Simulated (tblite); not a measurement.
Species: C3H5N3O.
SMILES with atom numbers: `[CH3:1][O:2][c:3]1[cH:4][n:5][n:6][nH:7]1` (hydrogens: H8, H9, H10 on C1; H11 on C4; H12 on N7)

Computed with GFN2-xTB (tblite), gas phase: Langevin dynamics at 600 K from the optimised GFN2-xTB geometry, time step 0.5 fs, friction 0.01 fs⁻¹, 2000 steps.

Start geometry:
```
atom  x, y, z in Å
C1     -1.922    0.062    0.120
O2     -0.818   -0.726    0.519
C3      0.383   -0.265    0.130
C4      0.835    0.823   -0.590
N5      2.179    0.741   -0.650
N6      2.582   -0.293   -0.032
N7      1.514   -0.936    0.460
H8     -1.984    0.127   -0.970
H9     -1.856    1.070    0.538
H10    -2.803   -0.442    0.510
H11     0.298    1.625   -1.051
H12     1.594   -1.789    0.989
```

The statistics below take the 31 frames saved every 25 fs from 250 to 1000 fs; their kinetic temperature (all 3N coordinates) averages 683 K.

Task: How do the bond lengths spread?

Result: 
| bond | start (Å) | mean (Å) | standard deviation (Å) | shortest (Å) | longest (Å) |
| --- | --- | --- | --- | --- | --- |
| C1–O2 | 1.414 | 1.435 | 0.052 | 1.347 | 1.529 |
| O2–C3 | 1.344 | 1.340 | 0.038 | 1.278 | 1.424 |
| C3–C4 | 1.381 | 1.380 | 0.038 | 1.302 | 1.458 |
| C4–N5 | 1.348 | 1.357 | 0.040 | 1.271 | 1.437 |
| N5–N6 | 1.270 | 1.296 | 0.042 | 1.234 | 1.374 |
| N6–N7 | 1.340 | 1.344 | 0.033 | 1.267 | 1.409 |
| C3–N7 | 1.355 | 1.390 | 0.056 | 1.284 | 1.503 |
| C1–H8 | 1.093 | 1.102 | 0.047 | 1.027 | 1.215 |
| C1–H9 | 1.094 | 1.097 | 0.043 | 1.021 | 1.200 |
| C1–H10 | 1.088 | 1.111 | 0.043 | 1.019 | 1.199 |
| C4–H11 | 1.069 | 1.084 | 0.039 | 1.020 | 1.150 |
| N7–H12 | 1.007 | 1.014 | 0.026 | 0.954 | 1.069 |

Task: Give the same statistics for bond angles, one of each kind among heavy atoms.

Result: 
| angle | start (°) | mean (°) | standard deviation (°) | smallest (°) | largest (°) |
| --- | --- | --- | --- | --- | --- |
| C1–O2–C3 | 115.2 | 116.4 | 6.8 | 104.2 | 129.8 |
| O2–C3–C4 | 135.5 | 136.8 | 7.4 | 120.2 | 151.6 |
| O2–C3–N7 | 120.4 | 119.4 | 7.4 | 102.2 | 136.7 |
| C4–C3–N7 | 104.2 | 103.1 | 2.4 | 98.2 | 108.2 |
| C3–C4–N5 | 107.5 | 109.1 | 3.2 | 103.0 | 115.6 |
| C4–N5–N6 | 110.1 | 109.2 | 2.6 | 102.4 | 114.4 |
| N5–N6–N7 | 108.4 | 108.4 | 2.8 | 104.2 | 115.1 |
| C3–N7–N6 | 109.8 | 109.8 | 2.3 | 105.1 | 114.8 |

Task: How far does each atom move about its mean position (frames aligned on the start, all atoms weighted alike), and what rms force does it feel?

Result: 
| atom | rms displacement (Å) | rms force (eV/Å) |
| --- | --- | --- |
| C1 | 0.13 | 2.63 |
| O2 | 0.29 | 2.35 |
| C3 | 0.20 | 3.09 |
| C4 | 0.22 | 2.66 |
| N5 | 0.18 | 2.71 |
| N6 | 0.19 | 2.39 |
| N7 | 0.15 | 2.79 |
| H8 | 0.55 | 1.48 |
| H9 | 0.52 | 1.53 |
| H10 | 0.40 | 1.42 |
| H11 | 0.38 | 1.46 |
| H12 | 0.27 | 1.19 |

The displacements run from 0.13 to 0.55 Å, the largest at H8.

Task: Follow the torsion C1–O2–C3–C4 through every second one of these frames.

Result: 
```tsv
t (fs)	C1–O2–C3–C4 (°)
250	9
300	-7
350	15
400	-10
450	11
500	-36
550	-50
600	-49
650	9
700	12
750	39
800	17
850	14
900	-6
950	-39
1000	-44
```

Largest departure from the start value over all these frames: C1–O2–C3–C4 49° (start 0°).

Task: How widely does the potential energy scatter, against a harmonic estimate?

Result: Mean 0.90 eV above the start, standard deviation 0.227 eV, range 0.35 to 1.52 eV. For 30 classical harmonic modes at 600 K the canonical values are 30kT/2 = 0.78 eV and kT·√(30/2) = 0.200 eV.

The run is classical and short, so these are rough statistics of one trajectory.

The cost below is that of the whole dynamics run. The run took 13 s on one thread, Arm Neoverse N1 (aarch64), no GPU, on a shared host, and the process peaked at 0.18 GiB of memory.
